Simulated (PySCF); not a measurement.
SMILES CC(C)c1ccc([SiH3])s1 (C7H12SSi) (GFN2-xTB optimised geometry):

```
21

C     -2.056    -2.486    -1.263
C     -1.189    -2.493    -0.002
C     -2.067    -2.483     1.252
C     -0.260    -1.323     0.000
C      1.101    -1.323     0.000
C      1.656    -0.026     0.000
C      0.729     0.974     0.000
Si     0.983     2.828     0.000
S     -0.871     0.299     0.000
H     -2.675    -1.591    -1.286
H     -1.432    -2.497    -2.154
H     -2.704    -3.359    -1.282
H     -0.576    -3.402     0.002
H     -1.451    -2.493     2.148
H     -2.715    -3.356     1.266
H     -2.686    -1.588     1.267
H      1.691    -2.223     0.000
H      2.715     0.166     0.000
H      0.368     3.401     1.200
H      0.356     3.402    -1.194
H      2.426     3.064    -0.007
```

Method: PBE0/def2-SVP in PySCF 2.14.0.

Q: What are the frontier orbital energies and the dipole moment?

A: HOMO-2 -9.18 eV, HOMO-1 -7.17 eV, HOMO -6.59 eV, LUMO -0.51 eV, LUMO+1 0.85 eV; dipole moment 1.25 D.

On the same geometry PySCF with PBE/def2-SVP gives HOMO-2 -7.80 eV, HOMO-1 -6.07 eV, HOMO -5.54 eV, LUMO -1.31 eV, LUMO+1 -0.08 eV; dipole moment 1.25 D.

Meta-Löwdin charges at PBE0/def2-SVP: C1 -0.30, C2 -0.05, C3 -0.30, C4 -0.09, C5 -0.16, C6 -0.12, C7 -0.34, Si8 0.48, S9 0.22, H10 0.10, H11 0.10, H12 0.10, H13 0.10, H14 0.10, H15 0.10, H16 0.10, H17 0.11, H18 0.11, H19 -0.10, H20 -0.10, H21 -0.09.
